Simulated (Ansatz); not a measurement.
Consider the homolysis of the B–O bond: `NB(Cl)[O][GeH3]` → `N[B]Cl`• + `[O][GeH3]`•.

Computed with Ansatz on PBE0-D4/def2-TZVP structures; ΔE is electronic, products minus reactants. CCSD(T)/CBS adds triple-zeta CCSD(T) − MP2 to the extrapolated MP2 energy (def2 sets, frozen cores). Functionals use def2-TZVPP. B3LYP here is the variant with VWN-RPA as its local correlation; programs differ in this. Open shells (•) are unrestricted, without spin–orbit coupling. For Ge outer-core shells are correlated without core-valence functions, which leaves a few kJ/mol of doubt a bond. Scalar relativity is left out up to krypton. Each species was taken in one conformer, which may not be the lowest.

`NB(Cl)[O][GeH3]`:

Cartesian coordinates in Å:
```
N 1.370 0.210 0.929
B 0.816 -0.894 0.265
Cl 1.727 -2.429 0.331
O -0.348 -0.900 -0.421
Ge -1.462 0.437 -0.807
H 0.923 1.108 0.988
H 2.236 0.143 1.431
H -2.853 -0.199 -0.871
H -1.029 1.028 -2.154
H -1.379 1.497 0.308
```

`N[B]Cl`•:

Z-matrix (Å, degrees):
```
N
B 1 1.376
H 1 1.010 2 123.4
H 1 1.005 2 122.3 3 180.0
Cl 2 1.746 1 124.3 3 -0.0
```

`[O][GeH3]`•:

```xyz
5

O    -0.032    1.593   -0.617
Ge   -0.020   -0.076    0.042
H    -1.228   -0.855   -0.501
H    -0.026   -0.025    1.577
H     1.305   -0.636   -0.501
```

Q: What is ΔE at CCSD(T)/CBS? (An estimate is asked.)

A: Computed: +149.3 kcal/mol.

Q: What do these levels give: LDA (SPW92), PBE-D4, revPBE-D4, B97M-V, B2PLYP, PBE, B3LYP, LC-ωPBE, MP2/def2-SVP, HF/def2-QZVPP, SCS-MP2/def2-QZVPP, MP2/CBS(def2)? (An estimate is asked.)

A: Ansatz gave: LDA (SPW92) 160.5, PBE-D4 141.2, revPBE-D4 137.5, B97M-V 143.7, B2PLYP 144.0, PBE 138.9, B3LYP 138.1, LC-ωPBE 142.7, MP2/def2-SVP 153.0, HF/def2-QZVPP 112.9, SCS-MP2/def2-QZVPP 153.5, MP2/CBS(def2) 158.3 kcal/mol.

Largest T1 diagnostic among the species: 0.015.

The D4 term adds +3.6 kcal/mol with B3LYP and +2.0 kcal/mol with PBE0; it sums over pairs of atoms, weighted by their polarisabilities, and B3LYP, whose exchange is more repulsive, gets the larger term. From PBE to PBE0 (25 % exact exchange), in def2-TZVPP and without D4, ΔE moves by +1.3 kcal/mol.
